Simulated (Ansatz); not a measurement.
Consider the ligand exchange at a Ge–O bond: `[SiH3][O][GeH3]` + `CCN[SiH2]Cl` → `CC[N]([GeH3])[SiH2]Cl` + silanol.

Program: Ansatz. Geometries: PBE0-D4/def2-TZVP. ΔE: electronic, gas phase. CCSD(T)/CBS is the MP2 limit (def2-TZVPP, def2-QZVPP) plus CCSD(T) − MP2 in def2-TZVPP, frozen cores. Functionals use def2-TZVPP. B3LYP here is the variant with VWN-RPA as its local correlation; programs differ in this. HSE06 is defined as in plane-wave codes. For Ge outer-core shells are correlated without core-valence functions, which leaves a few kJ/mol of doubt a bond. Scalar relativity is left out up to krypton. One conformer a species, not always the lowest.

```json
{"level": "PBE-D4", "ΔE (kJ/mol)": "25.4", "difference from CCSD(T)/CBS": "1.0"}
{"level": "PBE0-D4", "ΔE (kJ/mol)": "27.0", "difference from CCSD(T)/CBS": "2.6"}
{"level": "B3LYP-D4", "ΔE (kJ/mol)": "31.1", "difference from CCSD(T)/CBS": "6.7"}
{"level": "HSE06-D4", "ΔE (kJ/mol)": "27.2", "difference from CCSD(T)/CBS": "2.8"}
{"level": "ωB97X-V", "ΔE (kJ/mol)": "31.7", "difference from CCSD(T)/CBS": "7.3"}
{"level": "PBE0", "ΔE (kJ/mol)": "33.2", "difference from CCSD(T)/CBS": "8.8"}
{"level": "BHLYP", "ΔE (kJ/mol)": "43.8", "difference from CCSD(T)/CBS": "19.4"}
{"level": "CAM-B3LYP", "ΔE (kJ/mol)": "41.0", "difference from CCSD(T)/CBS": "16.6"}
{"level": "MP2/def2-SVP", "ΔE (kJ/mol)": "29.1", "difference from CCSD(T)/CBS": "4.7"}
{"level": "HF/def2-QZVPP", "ΔE (kJ/mol)": "54.5", "difference from CCSD(T)/CBS": "30.1"}
{"level": "CCSD(T)/CBS", "ΔE (kJ/mol)": "24.4", "difference from CCSD(T)/CBS": "0"}
```

**Question.** What do rigid-rotor, harmonic-oscillator terms from PBE0-D4/def2-TZVP frequencies (298.15 K, 1 bar) make of the CCSD(T)/CBS value? (An estimate is asked.)

**Answer.** Computed: ΔZPE = -2.6 kJ/mol, ΔH = +22.2 kJ/mol, ΔS = -20 J/(mol·K), ΔG = +28.3 kJ/mol. Modes under 50 cm⁻¹ make the entropy rough.

Largest T1 diagnostic among the species: 0.012.

At CCSD(T), def2-SVP lies +6.4 kJ/mol from the extrapolated value and def2-TZVPP +0.7 kJ/mol. In def2-TZVPP, CCSD(T) changes the Hartree–Fock value by −27.9 kJ/mol (the triples alone add −3.8 kJ/mol) and MP2 by −31.3 kJ/mol. Leaving LDA and LC-ωPBE aside and taking each functional with its dispersion term where it has one, the values, not all of them listed here, spread over 12.7 kJ/mol, from revPBE-D4 to B2PLYP. LDA lies −10.4 kJ/mol from PBE without D4.
